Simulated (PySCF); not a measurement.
Molecule: SMILES C#C[SiH2]OC, C₃H₆OSi.

Bonds (- single, = double, # triple, : aromatic): C1#C2, C2-Si3, Si3-O4, O4-C5. C1 carries H6; Si3 carries H7, H8; C5 carries H9, H10, H11.

Coordinates of the point at 0° (Å):
```xyz
11

C     2.831   -0.081   -0.124
C     1.715   -0.520   -0.209
Si   -0.031   -1.136   -0.354
O    -1.079    0.068   -0.649
C    -0.918    1.442   -0.810
H     3.812    0.293   -0.046
H    -0.427   -1.721    0.927
H    -0.111   -2.046   -1.497
H    -0.457    1.890    0.074
H    -0.291    1.664   -1.678
H    -1.906    1.881   -0.960
```

The dihedral C2–Si3–O4–C5 is held at the listed angle and the rest relaxed with GFN2-xTB; GIAO PBE0/pcSseg-1 (PySCF, gas phase, non-relativistic), single atoms without averaging; energies are PBE0/pcSseg-1 single points on these structures.

References, each an isolated molecule treated in the same way: TMS for $^{13}$C (σ = 186.93 ppm) and $^{29}$Si (σ = 349.16 ppm) and $^{1}$H (σ = 31.72 ppm); $^{17}$O (σ = 336.08 ppm) against H2O.

Task: How do the shifts follow the torsion?

Result: 
| angle (°) | E rel. (kcal/mol) | C1 | C2 | Si3 | O4 | H7 | H8 | H9 | H10 |
| --- | --- | --- | --- | --- | --- | --- | --- | --- | --- |
| 0 | 0.7 | 104.3 | 87.6 | -49.9 | -18.3 | 5.08 | 5.08 | 3.86 | 3.86 |
| 30 | 0.3 | 104.5 | 87.2 | -49.7 | -7.6 | 4.96 | 5.11 | 3.92 | 3.72 |
| 60 | 0.0 | 103.1 | 88.1 | -49.5 | 3.6 | 4.86 | 5.01 | 3.90 | 3.63 |
| 90 | 0.5 | 102.1 | 89.3 | -48.0 | 1.8 | 4.91 | 4.99 | 4.01 | 3.59 |
| 120 | 1.3 | 101.8 | 89.1 | -48.5 | -13.1 | 4.96 | 5.02 | 3.88 | 3.76 |
| 150 | 1.0 | 101.4 | 88.3 | -45.9 | -5.3 | 5.01 | 5.00 | 3.67 | 3.86 |
| 180 | 0.8 | 101.2 | 87.9 | -46.4 | -2.2 | 4.99 | 5.00 | 3.70 | 3.72 |
| 210 | 1.0 | 101.4 | 88.3 | -45.8 | -5.3 | 5.00 | 5.01 | 3.86 | 3.66 |
| 240 | 1.3 | 101.8 | 89.1 | -48.4 | -13.1 | 5.02 | 4.96 | 3.74 | 3.90 |
| 270 | 0.5 | 102.1 | 89.3 | -48.4 | 0.8 | 4.99 | 4.92 | 3.63 | 3.96 |
| 300 | 0.0 | 103.1 | 88.1 | -49.5 | 3.7 | 5.02 | 4.86 | 3.61 | 3.91 |
| 330 | 0.2 | 104.8 | 86.8 | -48.8 | -7.5 | 5.10 | 4.97 | 3.76 | 3.94 |

Task: Weight the points by Boltzmann factors at 298 K (these energies, one coordinate only). How far do the averages lie from the lowest point?

Result: C1 103.1 (lowest point 103.1), C2 88.0 (lowest point 88.1), Si3 -48.8 (lowest point -49.5), O4 -2.3 (lowest point 3.7), H7 4.98 (lowest point 5.02), H8 4.98 (lowest point 4.86), H9 3.79 (lowest point 3.61), H10 3.79 (lowest point 3.91) ppm. The lowest point, 300°, carries 19 % of the weight. A 30° grid can miss a minimum, and energy differences under about 1 kcal/mol are within the error of this level.
